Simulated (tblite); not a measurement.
Input of a run (GFN2-xTB geometry optimisation, gas phase (tblite 0.8.0)), started from a force field or distance geometry:
```
{"job": {"kind": "relax", "xc": "GFN2-xTB", "basis": "xTB"}, "charge": 0, "multiplicity": 1}
C      2.839000     1.576800    -0.290900
C      2.727900     0.276300    -0.097600
Si     1.596700    -0.848400    -0.956300
O      2.232100    -2.439100    -0.820900
N     -0.042200    -0.935600    -0.313500
C     -0.299300    -1.958500     0.621200
C     -0.761800     0.280600    -0.161200
C     -2.254500     0.126700    -0.442000
Si    -3.010300     1.799400    -0.164900
H      2.231700     2.133900    -0.997400
H      3.556600     2.134100     0.299900
H      3.389300    -0.174600     0.662100
H      1.505400    -0.479700    -2.375000
H      2.983700    -2.419700    -0.166900
H      0.647900    -2.482600     0.846300
H     -0.978500    -2.694800     0.158100
H     -0.725800    -1.617700     1.574000
H     -0.686200     0.749700     0.832900
H     -0.387200     1.028000    -0.879600
H     -2.696700    -0.654000     0.218500
H     -2.433000    -0.137600    -1.488700
H     -2.578600     2.228400     1.187100
H     -2.390600     2.734300    -1.120000
H     -4.477500     1.793900    -0.284200
```

Output (eV, eV/Å):
```
step      E/eV     max force
  0    -783.69703    3.013
  1    -783.97027    1.080
  2    -784.02467    0.468
  3    -784.06265    0.761
  4    -784.09251    0.616
  5    -784.11745    0.483
  6    -784.13333    0.429
  7    -784.14958    0.368
  8    -784.16458    0.339
  9    -784.17521    0.304
 10    -784.18386    0.216
 11    -784.19112    0.212
 12    -784.19796    0.230
 13    -784.20421    0.170
 14    -784.20951    0.189
 15    -784.21422    0.171
 16    -784.21964    0.196
 17    -784.22561    0.204
 18    -784.23070    0.153
 19    -784.23443    0.131
 20    -784.23770    0.117
 21    -784.24114    0.135
 22    -784.24472    0.132
 23    -784.24815    0.105
 24    -784.25149    0.116
 25    -784.25514    0.120
 26    -784.25905    0.135
 27    -784.26270    0.131
 28    -784.26603    0.137
 29    -784.26948    0.135
 30    -784.27300    0.117
 31    -784.27573    0.104
 32    -784.27740    0.088
 33    -784.27865    0.088
 34    -784.28015    0.085
 35    -784.28193    0.089
 36    -784.28351    0.090
 37    -784.28472    0.081
 38    -784.28585    0.078
 39    -784.28716    0.083
 40    -784.28852    0.081
 41    -784.28976    0.075
 42    -784.29091    0.126
 43    -784.29226    0.092
 44    -784.29417    0.114
 45    -784.29561    0.077
 46    -784.29659    0.075
 47    -784.29744    0.076
 48    -784.29853    0.100
 49    -784.30001    0.119
 50    -784.30175    0.127
 51    -784.30335    0.105
 52    -784.30458    0.075
 53    -784.30569    0.088
 54    -784.30690    0.083
 55    -784.30844    0.103
 56    -784.30969    0.068
 57    -784.31071    0.063
 58    -784.31177    0.070
 59    -784.31307    0.103
 60    -784.31450    0.112
 61    -784.31591    0.081
 62    -784.31725    0.093
 63    -784.31881    0.085
 64    -784.32074    0.094
 65    -784.32278    0.082
 66    -784.32430    0.078
 67    -784.32557    0.076
 68    -784.32675    0.076
 69    -784.32819    0.090
 70    -784.32979    0.088
 71    -784.33165    0.105
 72    -784.33337    0.103
 73    -784.33494    0.071
 74    -784.33633    0.067
 75    -784.33756    0.060
 76    -784.33853    0.064
 77    -784.33955    0.070
 78    -784.34074    0.076
 79    -784.34216    0.084
 80    -784.34370    0.094
 81    -784.34552    0.117
 82    -784.34770    0.111
 83    -784.34996    0.120
 84    -784.35054    0.169
 85    -784.35321    0.073
 86    -784.35447    0.059
 87    -784.35708    0.072
 88    -784.35868    0.078
 89    -784.36019    0.084
 90    -784.36155    0.090
 91    -784.36309    0.086
 92    -784.36502    0.103
 93    -784.36715    0.096
 94    -784.36873    0.066
 95    -784.36983    0.069
 96    -784.37102    0.066
 97    -784.37256    0.074
 98    -784.37429    0.085
 99    -784.37575    0.067
100    -784.37687    0.063
101    -784.37770    0.064
102    -784.37853    0.067
103    -784.37944    0.059
104    -784.38036    0.060
105    -784.38114    0.067
106    -784.38207    0.070
107    -784.38292    0.065
108    -784.38370    0.054
109    -784.38446    0.052
110    -784.38524    0.055
111    -784.38605    0.061
112    -784.38682    0.056
113    -784.38760    0.062
114    -784.38846    0.070
115    -784.38945    0.067
116    -784.39045    0.073
117    -784.39127    0.067
118    -784.39196    0.093
119    -784.39273    0.051
120    -784.39399    0.067
121    -784.39511    0.079
122    -784.39597    0.061
123    -784.39670    0.076
124    -784.39768    0.071
125    -784.39940    0.088
126    -784.40213    0.122
127    -784.40488    0.129
128    -784.40644    0.313
129    -784.40908    0.096
130    -784.41127    0.102
131    -784.41419    0.133
132    -784.41747    0.121
133    -784.42034    0.162
134    -784.42206    0.102
135    -784.42324    0.099
136    -784.42436    0.121
137    -784.42539    0.143
138    -784.42646    0.078
139    -784.42719    0.056
140    -784.42845    0.068
141    -784.42954    0.079
142    -784.43134    0.104
143    -784.43314    0.101
144    -784.43509    0.128
145    -784.43677    0.123
146    -784.43826    0.095
147    -784.43954    0.059
148    -784.44089    0.086
149    -784.44180    0.075
150    -784.44300    0.071
151    -784.44386    0.058
152    -784.44476    0.060
153    -784.44567    0.060
154    -784.44678    0.075
155    -784.44781    0.067
156    -784.44881    0.058
157    -784.44978    0.066
158    -784.45128    0.075
159    -784.45299    0.097
160    -784.45475    0.087
161    -784.45602    0.060
162    -784.45686    0.064
163    -784.45735    0.053
164    -784.45787    0.047
165    -784.45843    0.048
166    -784.45899    0.067
167    -784.45979    0.053
168    -784.46069    0.060
169    -784.46164    0.072
170    -784.46256    0.067
171    -784.46340    0.065
172    -784.46413    0.059
173    -784.46472    0.068
174    -784.46523    0.048
175    -784.46575    0.054
176    -784.46642    0.053
177    -784.46704    0.049
178    -784.46760    0.041
179    -784.46812    0.035
180    -784.46847    0.035
181    -784.46870    0.041
182    -784.46890    0.040
183    -784.46914    0.036
184    -784.46942    0.035
185    -784.46966    0.031
186    -784.46982    0.028
187    -784.46989    0.017
188    -784.46996    0.016
189    -784.47003    0.020
190    -784.47013    0.019
191    -784.47018    0.016
192    -784.47023    0.013
193    -784.47027    0.010
```

Summarise the run.

The energy falls by 74.6 kJ/mol over 193 L-BFGS steps, the largest force on an atom goes from 3.01 to 0.010 eV/Å, and the atoms move by 0.984 Å rms after alignment. The bond that changes most is Si3–O4 (oxygen-bound silicon to silanol oxygen), which shortens by 0.088 Å. Bonds longer at the end by more than 0.005 Å: 4 of 23; shorter: 13. Among the angles that change most is Si3–O4–H14, from 108.2° to 120.3°. Among the dihedrals that turn most is H13–Si3–N5–C6, from 142° to 66°. The energy never rose by more than 1e-5 eV on the way. The first step brought 35 % of the lowering.

What are the final bond lengths?

C1=C2 1.322 Å, C2–Si3 1.884 Å, Si3–O4 1.631 Å, Si3–N5 1.727 Å, N5–C6 1.444 Å, N5–C7 1.445 Å, C7–C8 1.529 Å, C8–Si9 1.897 Å, C1–H10 1.078 Å, C1–H11 1.080 Å, C2–H12 1.085 Å, Si3–H13 1.464 Å, O4–H14 0.954 Å, C6–H15 1.087 Å, C6–H16 1.095 Å, C6–H17 1.094 Å, C7–H18 1.096 Å, C7–H19 1.092 Å, C8–H20 1.091 Å, C8–H21 1.092 Å, Si9–H22 1.466 Å, Si9–H23 1.464 Å, Si9–H24 1.464 Å. Numbering counts from 1 in the input's order; the species is `C([SiH3])CN([Si@@H](C=C)O)C`.

Time: 3.7 s of wall time. Hardware: one thread, Arm Neoverse N1 (aarch64), on a shared host.

Its lowest GFN2-xTB frequency is 12 cm⁻¹, too small to tell a flat minimum from a shallow saddle. The numbers are those of one conformer. 3 starts were optimised and ended at 0.00, 1.25 and 1.68 kcal/mol (GFN2-xTB); the lowest of these is shown.

The numbers are calculated, not measured.
